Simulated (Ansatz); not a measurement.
Consider the ligand exchange at the Si–C bond: `C[SiH2]/C(F)=C\F` + `N[SiH3]` → `C[SiH2]N[SiH3]` + `F/C=C/F`.

Isolated molecules relaxed with PBE0-D4/def2-TZVP in Ansatz; ΔE leaves out vibrations. CBS: MP2 limit from def2 TZ/QZ plus the TZ coupled-cluster correction, frozen cores. This one scheme is used for every species. Double bonds are as drawn, so ΔE can hold a change between cis and trans. DFT in def2-TZVPP. Each species was taken in one conformer, which may not be the lowest.

```csv
level,ΔE (kJ/mol)
PBE-D4,-48.0
r2SCAN-D4,-52.7
ωB97M-V,-55.0
PBE,-46.7
PBE0,-52.3
SCS-MP2/def2-TZVPP,-60.4
HF/def2-QZVPP,-67.9
HF/CBS(def2),-68.0
```

Question: What does CCSD(T)/CBS give? (Best estimate.)

Answer: Ansatz gave: -57.5 kJ/mol. The listed levels differ from it by 9.5, 4.8, 2.5, 10.8, 5.2, -2.9, -10.4, -10.5 kJ/mol.

Largest T1 diagnostic among the species: 0.012.

In def2-TZVPP, CCSD(T) changes the Hartree–Fock value by +8.6 kJ/mol (the triples alone add +1.8 kJ/mol) and MP2 by +7.2 kJ/mol. From PBE to PBE0 (25 % exact exchange), in def2-TZVPP and without D4, ΔE moves by −5.6 kJ/mol.
